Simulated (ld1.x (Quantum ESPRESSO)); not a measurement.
Before and after: TM potential for tellurium

ld1.x (Quantum ESPRESSO) 7.5 input, shortened:

```
&input
   title='Te', zed=52., rel=1, dft='PBESOL', iswitch=3,
   config='[Kr] 4d10 5s2 5p4'
 /
 &inputp
   pseudotype=2, tm=.true., lloc=-1, rcloc=1.65,
   nlcc=.true., rcore=0.85
 /
2
5S  1  0   2.00   0.00  1.50  1.50  0.0
5P  2  1   4.00   0.00  2.25  2.25  0.0
 &test
   configts(1)='5s2 5p4'
 /
```

Change: core [Kr], valence charge 16; reference 4d10 5s2 5p4; waves now 5s (bound): rc 1.90 bohr; 5p (bound): rc 2.10 bohr; 4d (bound): rc 1.05 bohr; local potential all-electron potential smoothed inside 1.90 bohr (lloc = -1); core correction a·sin(br)/r model core, default radius (core density twice the valence density).

Cutoffs: the cutoffs (Ry, on a coarse ladder) from which the occupation-weighted sum of valence levels, in a spherical-Bessel basis at the reference potential, stays within 10 and 1 mRy of its value at 400 Ry; they do not see the model core or the augmentation charge, which bear on the density cutoff. Errors are all-electron minus pseudo energies relative to the spin-unpolarised reference configuration.

Problem. What does the change do?

Solution. The potential gets harder (50 Ry and 110 Ry → 120 Ry and 200 Ry); the bound ghost in d, s disappears. The added semicore shells are compact, so their waves need more plane waves. Several settings change at once here, so the effects cannot be laid on one of them.

| quantity | base | changed |
| --- | --- | --- |
| cutoff, loose | 50 Ry | 120 Ry |
| cutoff, tight | 110 Ry | 200 Ry |
| bound ghosts | s, d | none |
| largest error over its own tests, meV | -331 | -203 |

 A true bound ghost makes a file unfit for plane-wave use even where its test errors are small: the radial tests pick states by their node count and pass the ghost by.
